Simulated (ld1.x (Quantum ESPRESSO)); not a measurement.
## u(r) = r·R(r): atom against pseudo-atom (dysprosium (Dy))

Columns: radius, all-electron u(r) and pseudo u(r) of the 5p shell (level -25.73 eV) of dysprosium in the configuration [Kr] 4d10 4f10 5s2 5p6 5d0 6s1.75 6p0.25; PBE, scalar-relativistic, ultrasoft scheme, ld1.x (Quantum ESPRESSO) 7.5.

| r (bohr) | all-electron | pseudo |
| --- | --- | --- |
| 0.163 | -0.3082 | -0.0215 |
| 0.325 | 0.2493 | -0.0826 |
| 0.488 | 0.4385 | -0.1766 |
| 0.650 | 0.0691 | -0.2907 |
| 0.813 | -0.3782 | -0.4126 |
| 0.975 | -0.6977 | -0.5268 |
| 1.138 | -0.8699 | -0.6220 |
| 1.300 | -0.9252 | -0.6877 |
| 1.463 | -0.9037 | -0.7195 |
| 1.625 | -0.8382 | -0.7167 |
| 1.788 | -0.7506 | -0.6830 |
| 1.950 | -0.6567 | -0.6260 |
| 2.113 | -0.5644 | -0.5541 |
| 2.275 | -0.4794 | -0.4774 |
| 2.438 | -0.4030 | -0.4030 |
| 2.600 | -0.3366 | -0.3367 |
| 2.763 | -0.2794 | -0.2794 |
| 2.925 | -0.2311 | -0.2311 |
| 3.088 | -0.1903 | -0.1903 |
| 3.250 | -0.1566 | -0.1566 |
| 3.413 | -0.1284 | -0.1284 |
| 3.575 | -0.1051 | -0.1051 |
| 3.738 | -0.0859 | -0.0859 |
| 3.900 | -0.0702 | -0.0702 |
| 4.063 | -0.0572 | -0.0572 |
| 4.225 | -0.0466 | -0.0466 |

(1) How many radial nodes do the two functions have?

(2) At about which radius was the pseudo-wave matched?

(3) Is the pseudo-wave norm-conserving?

Results:

(1) The all-electron 5p function has n − l − 1 = 3 (the table is too coarse to show those close to the nucleus); the pseudo-wave has 0, since the states of the same l below it are removed with the core.

(2) 2.70 bohr. The columns agree to 0.0005 from 2.44 bohr on; several derivatives are matched, so the curves merge somewhat inside the radius.

(3) No, it belongs to an ultrasoft set: the norm inside the radius is not constrained, and the difference is carried by the augmentation charge.
